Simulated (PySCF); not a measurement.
Isomers of H4B2N2. Isolated molecules, 0 K electronic values unless said otherwise. One relaxed conformer stands for each flexible species; it need not be the lowest. Strings in code marks are SMILES.

The HOMO–LUMO gap from two functionals at the same geometries (PBE0-D4/def2-TZVP), both in PySCF: PBE-D3(BJ)/def2-TZVP and PBE0-D4/def2-TZVP. 

```
species    PBE-D3(BJ)/def2-TZVP (eV)  PBE0-D4/def2-TZVP (eV)
---------  -------------------------  ----------------------
`B=NBN`                         5.28                    7.49
`N(B=N)B`                       4.92                    7.14
`N=BBN`                         4.93                    7.16
```

Over these rows, drawn at random from the members with no instability flagged (it was tested for open shells, ions and some series alone), PBE minus PBE0-D4: mean -2.22 eV, from -2.23 eV to -2.20 eV.
